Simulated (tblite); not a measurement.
Compound: C4H9N2O2Si (charge -1).
Geometry (GFN2-xTB, Å), atoms numbered from 1 in this order:
```xyz
18
C4H9N2O2Si angstrom
N     -2.428    0.503   -0.116
Si    -0.735    0.293    0.284
N     -0.314    1.439    1.541
C     -0.218   -1.489    0.762
C      0.775   -1.530   -0.419
C      0.502   -0.161   -1.061
C      1.693    0.876   -1.016
O      1.313    2.060   -1.044
O      2.840    0.425   -0.933
H     -2.583    1.167   -0.860
H     -2.998    0.773    0.671
H      0.632    1.294    1.870
H     -0.337    2.389    1.192
H     -0.995   -2.247    0.672
H      0.260   -1.625    1.732
H      1.816   -1.576   -0.091
H      0.593   -2.370   -1.094
H      0.175   -0.216   -2.100
```

Computed with GFN2-xTB (tblite): harmonic, unscaled wavenumbers at the GFN2-xTB geometry, gas phase. Against measured fundamentals such values can be off by several per cent, at times by over 20. One conformer, not necessarily the lowest.

Harmonic wavenumbers (cm⁻¹): 35.6, 50.3, 102.5, 108.9, 132.5, 149.1, 184.2, 210.0, 222.5, 249.8, 429.3, 530.2, 572.0, 651.8, 675.8, 698.6, 716.2, 745.9, 780.8, 813.3, 838.0, 855.3, 892.0, 904.7, 929.5, 1000.4, 1050.5, 1058.6, 1092.4, 1183.9, 1204.8, 1228.1, 1271.8, 1307.0, 1481.4, 1501.2, 1536.8, 1540.7, 1764.7, 2923.9, 2947.4, 2962.3, 2972.8, 2983.9, 3426.1, 3444.8, 3448.5, 3481.2.

A = 2021, B = 1177, C = 943.1 MHz; mass 145.043 u (most abundant isotopes); point group C1, symmetry number 1.

Question: What is the zero-point energy?

Answer: ½Σν̃ = 29646 cm⁻¹ = 84.76 kcal/mol.

Question: What is S at 400 K and 1 bar for an ideal gas of classical rigid rotors and harmonic oscillators?

Answer: Translation 42.31, rotation 30.23, vibration 46.94: S = 119.5 cal/(mol K).

Question: And Cp and H(400 K) − H(0)?

Answer: Cp = 50.76 cal/(mol K), of which vibrations give 42.81 (their classical limit is 48 R = 95.4); H(400 K) − H(0) = 12.40 kcal/mol without the zero-point energy, 9.22 from vibrations.

Question: Which modes carry the vibrational entropy at 400 K?

Answer: 35.6 cm⁻¹: 6.07; 50.3 cm⁻¹: 5.39; 102.5 cm⁻¹: 3.98; 108.9 cm⁻¹: 3.86; 132.5 cm⁻¹: 3.48; 149.1 cm⁻¹: 3.25 cal/(mol K); the other 42 give 20.91 together.

Question: What must be added to the electronic energy to get the Gibbs energy at 400 K and 1 bar?

Answer: ZPE + [H(400 K) − H(0)] − T·S = 84.76 + 12.40 − 47.79 = 49.37 kcal/mol.

Hindered rotation and anharmonicity are outside this model. Other conformers, if any are populated, would add a mixing term that is left out. The structure is chiral; the term R ln 2 for an equal mix with its mirror image is left out.

The run took 2.5 s wall on one thread, Intel Xeon at 2.50 GHz (x86_64), shared host. The figure is for the frequency step alone.
